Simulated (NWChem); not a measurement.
# C3H10OSi; SMILES C[Si](O)(C)C

```xyz
15

C     -0.3768     0.9902    -1.5361
Si     0.0365    -0.0117     0.0000
C     -0.8787    -1.6411     0.0000
C     -0.3768     0.9902     1.5361
O      1.6634    -0.4331     0.0000
H     -1.4503     1.2377    -1.5711
H      0.1803     1.9410    -1.5656
H     -0.1299     0.4280    -2.4506
H     -0.6181    -2.2354     0.8896
H     -1.9695    -1.4878     0.0000
H     -0.6181    -2.2354    -0.8896
H     -1.4503     1.2377     1.5711
H      0.1803     1.9410     1.5656
H     -0.1299     0.4280     2.4506
H      2.2920     0.2936     0.0000
```
Atoms are numbered in this order, from 1.

All runs: NWChem. The geometry was optimised at PBE0/def2-SVP. Level: B3LYP/def2-SVP with SMD (1 M gas to 1 M solution), gas-phase geometry. Reactions with the solvent are ignored.

**Question.** Estimate the computed values for solvent 1-propanol. Quantities: solvation free energy (kcal/mol); cavity-dispersion-structure term (kcal/mol); dipole in solution (D).

**Answer.** 
| Quantity | Result |
|---|---|
| solvation free energy (kcal/mol) | -4.7 |
| cavity-dispersion-structure term (kcal/mol) | 1.1 |
| dipole in solution (D) | 1.82 |
